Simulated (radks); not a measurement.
Problem. All-electron atom: Ga IV in [Ar] 3d10. Calculated with a radial shooting solver on a logarithmic mesh with Libxc functionals: scalar-relativistic Kohn-Sham, PBEsol, spin-unpolarised, spherical densities, point nucleus. Some entries of the table are withheld. Estimate them.

| orbital | occ. | eigenvalue (eV) | <r^2> (bohr^2) |
|---|---|---|---|
| 1s | 2 | -10255.23 | (1) |
| 2s | 2 | -1294.577 | 0.05605 |
| 2p | 6 | -1131.660 | 0.04462 |
| 3s | 2 | -181.3914 | 0.4916 |
| 3p | 6 | -132.2922 | 0.5437 |
| 3d | 10 | (2) | 0.7927 |

Solution. 
(1) 1s <r^2> (bohr^2): 0.003182
(2) 3d eigenvalue (eV): -52.4582
